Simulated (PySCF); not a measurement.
Fe(OH2)6, SMILES [OH2]->[Fe+2](<-[OH2])(<-[OH2])(<-[OH2])(<-[OH2])<-[OH2] (H12FeO6 (cation, charge +2)), multiplicity 5 (GFN2-xTB optimised geometry):

```
19

Fe     0.001     0.000     0.000
O     -0.004     2.340     0.208
H     -0.001     2.850     1.025
H     -0.006     2.986    -0.507
O      0.003     0.212    -2.339
H      0.772     0.262    -2.918
H     -0.766     0.266    -2.917
O     -2.348     0.008    -0.002
H     -2.931    -0.756    -0.072
H     -2.925     0.775     0.067
O      2.350     0.000     0.000
H      2.930     0.767     0.065
H      2.931    -0.765    -0.065
O      0.005    -0.205     2.340
H     -0.762    -0.257     2.920
H      0.776    -0.256     2.916
O     -0.008    -2.339    -0.210
H     -0.012    -2.986     0.504
H     -0.009    -2.849    -1.027
```

Calculation: PySCF 2.14.0 with unrestricted PBE0/def2-SVP.

### Question
What are the frontier orbital energies (α orbitals alone; a β orbital can be the lowest empty one)?

### Answer
HOMO-2 -17.41 eV, HOMO-1 -17.38 eV, HOMO -17.13 eV, LUMO -8.15 eV, LUMO+1 -6.06 eV.

On the same geometry unrestricted PBE/def2-SVP in PySCF gives HOMO-2 -15.32 eV, HOMO-1 -14.95 eV, HOMO -14.56 eV, LUMO -9.05 eV, LUMO+1 -7.05 eV.

Meta-Löwdin charges at PBE0/def2-SVP: Fe1 1.43, O2 -0.64, H3 0.37, H4 0.37, O5 -0.64, H6 0.37, H7 0.37, O8 -0.64, H9 0.37, H10 0.37, O11 -0.64, H12 0.37, H13 0.37, O14 -0.64, H15 0.37, H16 0.37, O17 -0.64, H18 0.37, H19 0.37.
